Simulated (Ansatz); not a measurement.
Consider the formal exchange of groups at the Se–C bond: `C[Se]CC=N` + `[InH3]` → `C[Se][InH2]` + `CC=N`.

Gas-phase electronic energies from Ansatz, PBE0-D4/def2-TZVP geometries. CCSD(T)/CBS is the MP2 limit (def2-TZVPP, def2-QZVPP) plus CCSD(T) − MP2 in def2-TZVPP, frozen cores. Functionals use def2-TZVPP. def2 core potentials past Kr. For In, Se outer-core shells are correlated without core-valence functions, which leaves a few kJ/mol of doubt a bond. Scalar relativity is left out up to krypton. One conformer a species, not always the lowest.

`C[Se]CC=N`:

Cartesian coordinates in Å:
```
C -1.461 0.770 -0.925
Se -1.281 -0.923 0.012
C 0.656 -1.032 -0.068
C 1.399 -0.112 0.865
N 0.937 0.600 1.794
H -1.092 0.675 -1.945
H -2.524 1.006 -0.945
H -0.925 1.557 -0.396
H 0.914 -2.070 0.164
H 0.977 -0.858 -1.098
H 2.481 -0.085 0.693
H -0.081 0.473 1.849
```

`[InH3]`:

Z-matrix (Å, degrees):
```
In
H 1 1.724
H 1 1.724 2 120.0
H 1 1.724 2 120.0 3 -180.0
```

`C[Se][InH2]`:

Z-matrix (Å, degrees):
```
C
Se 1 1.963
H 1 1.088 2 110.8
H 1 1.088 2 108.3 3 -120.4
H 1 1.088 2 108.4 3 120.4
In 2 2.492 1 100.1 3 -0.6
H 6 1.719 2 113.9 1 0.1
H 6 1.712 2 117.1 1 -179.9
```

`CC=N`:

```xyz
8

C    -0.146    0.743    0.314
C    -0.237   -0.700   -0.056
N     0.562   -1.372   -0.767
H    -0.116    0.855    1.402
H     0.741    1.213   -0.116
H    -1.035    1.280   -0.032
H    -1.106   -1.234    0.343
H     1.336   -0.785   -1.088
```

```json
{"level": "ωB97M-V", "ΔE (kJ/mol)": "-149.8"}
{"level": "CCSD/def2-TZVPP", "ΔE (kJ/mol)": "-151.4"}
{"level": "MP2/def2-QZVPP", "ΔE (kJ/mol)": "-157.1"}
{"level": "MP2/CBS(def2)", "ΔE (kJ/mol)": "-160.9"}
```

(1) What does CCSD(T)/CBS give? (Best estimate.)

Largest T1 diagnostic among the species: 0.014.

## Answers

(1) The calculation gave: -158.5 kJ/mol. The listed levels differ from it by 8.7, 7.1, 1.4, -2.4 kJ/mol.

In def2-TZVPP, CCSD(T) changes the Hartree–Fock value by +19.0 kJ/mol (the triples alone add +2.1 kJ/mol) and MP2 by +16.6 kJ/mol. The D4 term adds +7.8 kJ/mol with B3LYP and +4.3 kJ/mol with PBE0; it sums over pairs of atoms, weighted by their polarisabilities, and B3LYP, whose exchange is more repulsive, gets the larger term.

B3LYP here is the variant with VWN-RPA as its local correlation; programs differ in this.
